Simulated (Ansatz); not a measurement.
BBrFH$_{3}$OSi (`O[SiH2]B(F)Br`). Total charge 0; spin multiplicity 1.

Z-matrix (Å, degrees):
```
Si
B 1 2.031
O 1 1.646 2 110.1
H 1 1.485 2 110.9 3 119.7
H 1 1.491 2 107.6 3 -122.1
Br 2 1.933 1 118.8 3 11.1
F 2 1.312 1 124.5 3 -170.2
H 3 0.960 1 116.4 2 -21.7
```

(1) What are the harmonic wavenumbers in cm⁻¹ at PBE0-D4/def2-TZVP (Ansatz, finite differences of forces, unscaled)? (Estimate.)

(2) Is this a minimum?

(3) Give the ideal-gas thermochemistry at 298.15 K and 1 bar (rigid rotor, harmonic oscillator; point group C1, symmetry number 1).

## Answers

(1) Ansatz gave: 37, 93, 178, 260, 284, 315, 400, 597, 731, 797, 814, 912, 929, 955, 1332, 2198, 2234, 3896.

(2) Yes, all 18 modes are real.

(3) Zero-point energy 101.4 kJ/mol; H(298) − E = 122.9 kJ/mol; entropy 368.2 J/(mol·K), of which translation 171.9, rotation 119.4, vibration 76.8; G(298) − E = 13.1 kJ/mol. Modes under 100 cm⁻¹ are hindered rotations or soft bends, so the harmonic entropy is rough.
